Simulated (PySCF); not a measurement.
**UHF on Kr⁺ (krypton, charge +1)**

Configuration: [Ar] 3d10 4s2 4p5, 2P determinant. Calculation: PySCF 2.14, in def2-SVP; no relativity, point nucleus.

```
Total energy                                                  : -2751.185325 hartree
One-electron energy                                           : -3814.2556 hartree
Hartree (Coulomb) energy                                      : 1156.6007 hartree
Exchange energy                                               : -93.5303 hartree
Kinetic energy                                                : 2751.22590 hartree
⟨S²⟩                                                          : 0.7556
⟨L²⟩                                                          : 2.018
Sum of ⟨r⟩                                                    : 23.74 bohr
Sum of ⟨r²⟩                                                   : 32.48 bohr²
Traceless quadrupole moment −½Σ⟨3z² − r²⟩ along its main axis : 1.67 e·bohr²
Density at the nucleus (Gaussians lack the cusp)              : 30300 bohr⁻³
Spin density at the nucleus                                   : 0.220 bohr⁻³
Langevin diamagnetic susceptibility                           : -25.7 ×10⁻⁶ cm³/mol
Time after the integrals                                      : 0.15 s of wall time on 1 thread of Neoverse-N1 (shared host)
```

| shell | electrons | mean orbital energy (hartree) | spread (hartree) | rms radius, mean of both spins (bohr) |
| --- | --- | --- | --- | --- |
| 1s α | 1 | -520.56491 | 0 | 0.0491 |
| 1s β | 1 | -520.55910 | 0 | 0.0491 |
| 2s α | 1 | -70.32909 | 0 | 0.203 |
| 2s β | 1 | -70.32595 | 0 | 0.203 |
| 2p α | 3 | -63.45455 | 0.00975 | 0.179 |
| 2p β | 3 | -63.44829 | 0.00376 | 0.179 |
| 3s α | 1 | -11.29721 | 0 | 0.576 |
| 3s β | 1 | -11.28656 | 0 | 0.576 |
| 3p α | 3 | -8.78326 | 0.03078 | 0.586 |
| 3p β | 3 | -8.76892 | 0.00246 | 0.586 |
| 3d α | 5 | -4.27416 | 0.02808 | 0.610 |
| 3d β | 5 | -4.26685 | 0.01557 | 0.610 |
| 4s α | 1 | -1.59731 | 0 | 1.70 |
| 4s β | 1 | -1.47751 | 0 | 1.70 |
| 4p α | 3 | -0.94138 | 0.07475 | 2.00 |
| 4p β | 2 | -0.89156 | 0 | 2.00 |
